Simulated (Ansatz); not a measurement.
Computed with Ansatz on PBE0-D4/def2-TZVP structures; ΔE is electronic, products minus reactants. CCSD(T)/CBS adds triple-zeta CCSD(T) − MP2 to the extrapolated MP2 energy (def2 sets, frozen cores). This one scheme is used for every species. DFT in def2-TZVPP. B3LYP here is the variant with VWN-RPA as its local correlation; programs differ in this. HSE06 is defined as in plane-wave codes. Each species was taken in one conformer, which may not be the lowest.

Consider the formal exchange of groups at the Si–C bond: `C[Si]N` + `CC` → `CC[Si]N` + CH₄.

`C[Si]N`:

Cartesian coordinates in Å:
```
C 0.797 -0.560 0.700
Si 0.650 0.957 -0.440
N -0.987 0.781 -0.898
H -0.154 -0.953 1.072
H 1.445 -0.341 1.554
H 1.298 -1.358 0.136
H -1.429 1.416 -1.544
H -1.620 0.059 -0.581
```

`CC`:

Cartesian coordinates in Å:
```
C -0.351 0.272 -0.616
C 0.351 -0.272 0.616
H -0.020 -0.239 -1.523
H -1.434 0.147 -0.545
H -0.153 1.338 -0.749
H 0.020 0.239 1.523
H 1.434 -0.147 0.545
H 0.153 -1.338 0.749
```

`CC[Si]N`:

Cartesian coordinates in Å:
```
C 1.197 -0.199 -0.148
C 0.061 -0.966 0.511
Si -1.721 -0.269 0.515
N -1.473 1.193 -0.332
H 1.338 0.785 0.310
H 2.152 -0.727 -0.066
H 1.011 -0.042 -1.215
H 0.290 -1.162 1.568
H -0.029 -1.972 0.076
H -2.232 1.830 -0.516
H -0.596 1.530 -0.703
```

CH₄:

```xyz
5

C     0.000    0.000    0.000
H    -0.707   -0.667   -0.494
H     0.970   -0.071   -0.491
H     0.100   -0.287    1.046
H    -0.364    1.025   -0.062
```

| level | ΔE (kJ/mol) | difference from CCSD(T)/CBS |
| --- | --- | --- |
| PBE-D4 | 0.5 | -0.9 |
| BLYP-D4 | 0.0 | -1.4 |
| r2SCAN0-D4 | 2.0 | 0.6 |
| HSE06-D4 | 1.7 | 0.3 |
| B2PLYP | 4.5 | 3.1 |
| revPBE | 7.0 | 5.6 |
| BLYP | 7.4 | 6.0 |
| B3LYP | 7.0 | 5.6 |
| r2SCANh | 2.7 | 1.3 |
| r2SCAN0 | 3.2 | 1.8 |
| HSE06 | 4.8 | 3.4 |
| HF/def2-TZVPP | 11.0 | 9.6 |
| MP2/def2-TZVPP | 0.3 | -1.1 |
| CCSD/def2-TZVPP | 3.5 | 2.1 |
| MP2/CBS(def2) | 0.0 | -1.4 |
| CCSD/CBS(def2) | 3.2 | 1.8 |
| CCSD(T)/CBS | 1.4 | 0 |

Largest T1 diagnostic among the species: 0.013.

Leaving LDA and LC-ωPBE aside and taking each functional with its dispersion term where it has one, the values, not all of them listed here, spread over 5.6 kJ/mol, from revPBE-D4 to B2PLYP. LDA lies −5.8 kJ/mol from PBE without D4. The D4 term adds −5.8 kJ/mol with B3LYP and −3.3 kJ/mol with PBE0; it sums over pairs of atoms, weighted by their polarisabilities, and B3LYP, whose exchange is more repulsive, gets the larger term. In def2-TZVPP, CCSD(T) changes the Hartree–Fock value by −9.3 kJ/mol (the triples alone add −1.8 kJ/mol) and MP2 by −10.7 kJ/mol.
